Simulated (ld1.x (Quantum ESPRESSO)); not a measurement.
Configuration tests for phosphorus (P) (TM)

P (Z = 15), norm-conserving Troullier–Martins (Kleinman–Bylander form), made with ld1.x (Quantum ESPRESSO) 7.5 (PBEsol, scalar-relativistic). Core [Ne], reference 3s2 3p3. Waves: 3p (bound): rc 1.50 bohr; 3s (bound): rc 1.55 bohr. Local part: the s channel. Core correction: a·sin(br)/r model core inside 0.90 bohr.

Energies are relative to the spin-unpolarised reference configuration 3s2 3p3; without spin polarisation the order of configurations can differ from experiment. The frozen-core shift is the all-electron ΔE with the core orbitals held at their reference shape minus the fully relaxed ΔE.

Problem. Give the all-electron excitation energy and the error of the potential for: 3s2 3p2; 3s2 3p1; 3s2 3p0; 3s2 3p2.5; 3s1 3p0; 3s2 3p3.3; 3s1 3p4.

Solution.

```
valence configuration  charge  ΔE all-electron (eV)  error AE − PS (meV)  frozen-core shift (meV)
              3s2 3p2      +1                 9.698                 +3.0                     +1.2
              3s2 3p1      +2                28.810                  +21                      +10
              3s2 3p0      +3                58.515                  +64                      +45
            3s2 3p2.5    +0.5                 3.760                 +0.5                     +0.2
              3s1 3p0      +4               110.428                 +142                     +151
            3s2 3p3.3    -0.3                -1.299                 +0.2                      0.0
              3s1 3p4       0                 8.509                 -0.3                     +0.6
```
